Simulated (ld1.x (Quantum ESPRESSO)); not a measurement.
# Transferability test, TM semilocal potential for Co (Z = 27)

| Item | Value |
| --- | --- |
| Element | Co (Z = 27) |
| Generator | ld1.x (Quantum ESPRESSO) 7.5 |
| Type | norm-conserving Troullier–Martins (semilocal form) |
| Functional | revPBE |
| Relativity | scalar-relativistic |
| Frozen core | [Ar] |
| Valence charge | 9 |
| Reference configuration | 3d7 4s1 4p1 |
| Partial waves | 4s (bound): rc 1.75 bohr; 3d (bound): rc 1.00 bohr; 4p (bound): rc 2.95 bohr |
| Local potential | the p channel |
| Core correction | none |

Energies are relative to the spin-unpolarised reference configuration 3d7 4s1 4p1; without spin polarisation the order of configurations can differ from experiment.

```json
{"valence configuration": "3d7 4s2 4p0", "charge": "0", "ΔE all-electron (eV)": "-4.325", "error AE − PS (meV)": "+4.2"}
{"valence configuration": "3d7 4s1 4p0", "charge": "+1", "ΔE all-electron (eV)": "4.608", "error AE − PS (meV)": "+0.5"}
{"valence configuration": "3d7 4s0 4p0", "charge": "+2", "ΔE all-electron (eV)": "21.227", "error AE − PS (meV)": "+53"}
{"valence configuration": "3d8 4s1 4p0", "charge": "0", "ΔE all-electron (eV)": "-5.542", "error AE − PS (meV)": "-69"}
{"valence configuration": "3d7 4s0 4p2", "charge": "0", "ΔE all-electron (eV)": "4.588", "error AE − PS (meV)": "+5.8"}
{"valence configuration": "3d7 4s1.5 4p0", "charge": "+0.5", "ΔE all-electron (eV)": "-0.763", "error AE − PS (meV)": "+1.4"}
```

(1) What are ΔE and the potential's error for 3d5 4s0 4p0?

## Answers

(1) ΔE = 112.234 eV all-electron; the error (AE − PS) is -357 meV.
